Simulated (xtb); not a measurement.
CH₄ClFO₂Si, SMILES CO[Si](O)(F)Cl. All values are semi-empirical tight-binding results from xtb (GFN2-xTB unless named), good for trends rather than for accurate numbers. The structure is a stationary point at GFN2-xTB. Other conformers were not sampled.

```
Property                                        Result
--------------------------------------  --------------
orbital gap                                    8.46 eV
dipole moment                                   2.69 D
zero-point energy                        37.3 kcal/mol
G − E(el) at 298.15 K (modified RRHO)    16.1 kcal/mol
static polarisability (D4 model)            73.0 bohr³
solvation energy, GFN2-xTB/ALPB(water)   -6.6 kcal/mol
solvation energy, GFN2-xTB/ALPB(dmso)   -10.2 kcal/mol
```
